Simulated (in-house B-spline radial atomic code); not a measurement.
Values are calculated unless marked as measured or tabulated.
**Building a PAW s channel for Te, r_c = 2.32 bohr**

Te, [Kr] 4d10 5s2 5p4, non-relativistic PBE, spherical and spin-unpolarised, from a B-spline radial code for spherical atoms (atomic units; all potentials screened as in the neutral atom).

Two all-electron partial waves φ1, φ2 are integrated outwards at E1 = ε(5s) = -0.512919 and E2 = E1 + 0.5 hartree; φ1 is the bound orbital and φ2 has unit norm inside r_c = 2.3205 bohr. Smooth partners are polynomials, r^1(a0 + a1 r² + a2 r⁴ + a3 r⁶), matched to φ and three derivatives at r_c, with no condition on the norm. The local potential is -5.77271 + (2.63733) r² + (-0.5111) r⁴ + (0.0367148) r⁶ inside 1.9007 bohr and the all-electron one outside.

```
wave     φ(r_c)     φ'(r_c)        a0           a1            a2            a3
   1  0.7008483  -0.3022839   0.70015  -0.08451919  0.0006213835  0.0002496365
   2  0.4715552    -1.30959  1.308267   -0.2662105    0.01063122  0.0001292966
```

Inside r_c the overlaps are <φi φj> = [[0.62632, 0.77528], [0.77528, 1.00000]] and, for the smooth waves, [[0.87962, 1.21567], [1.21567, 1.76413]]. With χj = (Ej − T − V_local) applied to smooth wave j, the program's quadrature gives the matrix B_ij = <smooth i, χj> as [[1.13200, 2.08082], [1.86063, 3.43361]].

(1) Check the match of the first wave, and find the augmentation charges q_ij.

(2) B isn't symmetric. Show that D_ij = B_ij + Ej q_ij is.

Solving (T + V_local + Σ p D p) ψ = E (1 + Σ p q p) ψ in a sphere of 9 bohr gives these levels:

```tsv
all-electron	one projector	two projectors
-0.512916	-0.512916	-1.463700
0.024871	-0.018548	-0.512916
0.332819	0.064496	0.024871
0.811121	0.356448	0.332818
1.446070	0.838625	0.811096
```

(3) What does the second projector gain?

Answers

(1) At r_c the four terms are 1.62470, -1.05609, 0.04181, 0.09044, which sum to 0.7009, φ1(r_c) to rounding. q_ij is the all-electron overlap less the smooth one: [[-0.25329, -0.44039], [-0.44039, -0.76413]]. The smooth first wave has a norm of 0.8796 inside r_c against 0.6263, so q11 is negative and must stay small enough for the overlap operator to be positive.

(2) Integrating by parts gives B12 − B21 = (E1 − E2) q12: 2.08082 − (1.86063) = 0.22019, and −0.5 × (-0.44039) = 0.22020. So D12 = 2.08082 + (-0.012919)(-0.44039) = 2.08651 and D21 = 1.86063 + (-0.512919)(-0.44039) = 2.08651; D11 = 1.26192, D22 = 3.44348. The projectors, p = (B⁻¹)ᵀ χ, are dual to the smooth waves; det B = 0.015, small beside B11 B22, as the two smooth waves look alike inside r_c.

(3) With one projector the errors are 0.00 millihartree, and the level at -0.0185 is out of step with the all-electron series: an extra state, or one far too low, so the pairing ends there; skipping it, the next levels are off by +39.6, +23.6, +27.5 millihartree. With two a ghost lies below the reference level, so the set fails. The lowest eigenvalue of the overlap operator is 0.4474 with one and 0.02939 with two projectors. The smooth orbital alone needs a cutoff of 3.28 hartree for 1 millihartree of kinetic energy, against 11.3 for a norm-conserving Troullier-Martins orbital of the same radius, which is no gain while the set fails.
